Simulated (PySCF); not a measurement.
C2H10O2Si2, SMILES O[SiH2]C([SiH2]O)C.

Geometry: B3LYP-D3(BJ)/def2-SVP. This is a generated structure with no PubChem entry under its InChIKey; it may be hypothetical. Other conformers were not sampled.

Two levels are set side by side: PBE/def2-TZVP (PySCF) and PBE0/def2-TZVP (PySCF). Same geometry, gas phase. Differences are taken from unrounded values.

| quantity | PBE |
|---|---|
| orbital gap (eV) | 5.67 |
| highest occupied level (eV) | -6.52 |
| lowest empty level (eV) | -0.85 |
| dipole moment (D) | 1.81 |
| mean polarisability (bohr³) | 84.8 |

Problem. These are the PBE values. What does PBE0 give? (An estimate is asked for; the answer gives what the named calculation found.)

Solution. 
```tsv
quantity	PBE0	PBE minus PBE0
orbital gap (eV)	7.87	-2.20
highest occupied level (eV)	-7.84	1.33
lowest empty level (eV)	0.03	-0.88
dipole moment (D)	1.87	-0.06
mean polarisability (bohr³)	81.2	3.6
```

Without exact exchange PBE keeps part of each electron's self-repulsion, which lifts occupied levels and narrows the gap. Loosely held outer electrons make PBE densities more polarisable. Differences between two approximate levels are no errors against the true value.

Rough cost on one machine, each run with all the roots and properties that it gave: PBE0 against PBE within a factor of 2.
